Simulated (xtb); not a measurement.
C6, SMILES c1c#cc#cc#1. All values are semi-empirical tight-binding results from xtb (GFN2-xTB unless named), good for trends rather than for accurate numbers. Geometry optimised at GFN2-xTB.

Optimised geometry:

```xyz
6

C      1.3166     0.0000     0.0000
C      0.6583     1.1402     0.0000
C     -0.6583     1.1402     0.0000
C     -1.3166     0.0000     0.0000
C     -0.6583    -1.1402     0.0000
C      0.6583    -1.1402     0.0000
```
Charge 0, spin multiplicity 1.

| Item | Result |
|---|---|
| point group as xtb finds it | D6h |
| orbital gap | 0.51 eV |
| dipole moment | 0.00 D |
| zero-point energy | 15.7 kcal/mol |
| G − E(el) at 298.15 K (modified RRHO) | -0.1 kcal/mol |
| static polarisability (D4 model) | 53.9 bohr³ |
| solvation energy, GFN2-xTB/ALPB(water) | -1.1 kcal/mol |
| solvation energy, GFN2-xTB/ALPB(octanol) | -4.6 kcal/mol |

Give the IR lines (harmonic; lines under 4 % of the strongest left out, lines within 3 cm⁻¹ merged). (An estimate is asked for; the answer gives what the named calculation found.)

ν (cm⁻¹): 1412 (vs) (against the strongest line: vs over 80 %, s over 45 %, m over 15 %, w over 4 %, vw less)

Computed atomic charges and the Wiberg bond orders between heavy atoms:
charges (e) C1 0.00, C2 0.00, C3 0.00, C4 0.00, C5 0.00, C6 0.00. Bond orders C1–C2 1.82, C2–C3 1.82, C3–C4 1.82, C4–C5 1.82, C1–C6 1.82, C5–C6 1.82.
